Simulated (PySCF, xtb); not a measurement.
C2H6BFO2, SMILES OCB(F)CO. Other conformers were not sampled.

Harmonic wavenumbers (cm⁻¹) from GFN2-xTB run with xtb 6.7.1 at its own minimum, in rising order: 61, 77, 144, 205, 224, 250, 312, 349, 557, 652, 741, 831, 998, 1065, 1112, 1147, 1158, 1233, 1240, 1272, 1335, 1337, 1445, 1450, 2810, 2813, 2953, 2956, 3553, 3554.

Q: What does B3LYP-D3(BJ)/def2-SVP (PySCF 2.14.0) give at its own minimum? (The exact figures need the calculation; the answer reports its results.)

A: 68, 104, 158, 220, 269, 276, 349, 360, 602, 637, 770, 912, 1018, 1094, 1125, 1186, 1206, 1291, 1328, 1345, 1386, 1412, 1446, 1447, 2895, 2896, 3045, 3046, 3815, 3816. Paired by order, the mean absolute difference is 57 cm⁻¹ and the zero-point energies are 54.1 and 56.5 kcal/mol.
